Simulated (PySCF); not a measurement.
Oscillator strengths, rates and cross-sections

Species: C5HN3S.
SMILES: `C#Cc1nnsc1C#N`

Computed, not measured: TDDFT B3LYP/def2-SVPD, vertical, gas phase, core orbitals frozen in the response (PySCF). Geometry: GFN2-xTB; no solvent, vibrations or thermal averaging.

A / s⁻¹ = 0.6670 f (ν̃ / cm⁻¹)² and τ = 1/A in vacuum; |μ| follows from f = (2/3) ΔE |μ|² (atomic units, 1 au = 2.5417 D); ∫σ dE = 109.76 f Mb·eV.

These lifetimes count emission to the ground state at the vertical energy alone; relaxation of the geometry and all other decay channels are left out.

Energies and rates of the computed singlets with f of 0.002 or more:

```csv
state,ν̃ (cm⁻¹),A (s⁻¹)
S2,33960,9.08×10⁷
S4,41220,3.61×10⁶
S5,41720,6.36×10⁷
S7,44800,2.36×10⁷
```

Problem. Go back from the rates to the oscillator strengths and transition dipoles.

Solution. f = A / (0.6670 ν̃²), and |μ| follows from f:

```csv
state,f,|μ| (D),τ,"main configurations (H = HOMO, L = LUMO)"
S2,0.118,2.72,11 ns,H→L (93%)
S4,0.0032,0.41,280 ns,H-1→L+1 (97%)
S5,0.055,1.67,16 ns,"H-3→L (62%), H-1→L+2 (30%)"
S7,0.018,0.91,42 ns,"H→L+1 (52%), H-1→L+2 (36%)"
```

Problem. By what factor does the largest A in the list exceed the smallest?

Solution. S2 has 25 times the rate of S4.

Problem. Suppose S2 emitted 0.3 eV lower with the same transition dipole. How would A change?

Solution. At fixed |μ|, A goes as the cube of the energy: (3.91/4.21)³ = 0.80, which makes τ about 14 ns.

Problem. What is the integrated cross-section of all computed states together?

Solution. Σf = 0.196 over S1 to S8, so 109.76 × Σf ≈ 21.5 Mb·eV.
